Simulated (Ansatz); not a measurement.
Ansatz results at the PBE0-D4/def2-TZVP geometry: HOMO–LUMO gap (PBE/def2-TZVPP) 4.76 eV; HOMO–LUMO gap (B3LYP/def2-TZVPP) 6.87 eV; HOMO–LUMO gap (PBE0/def2-TZVPP) 7.30 eV.

Each molecule was computed in one conformer, which needn't be the lowest.

(1) Which molecule gave them?
A. `CBC(C)F`
B. `BC(F)CC`
C. `CO/C=C/O`
D. `B[N]1[CH2][AlH]1`

Answers

(1) A. The others give `CO/C=C/O`: 4.85, 6.41, 7.00; `BC(F)CC`: 4.29, 6.41, 6.86; `B[N]1[CH2][AlH]1`: 3.69, 5.24, 5.66.

B3LYP here is the variant with VWN-RPA as its local correlation; programs differ in this.
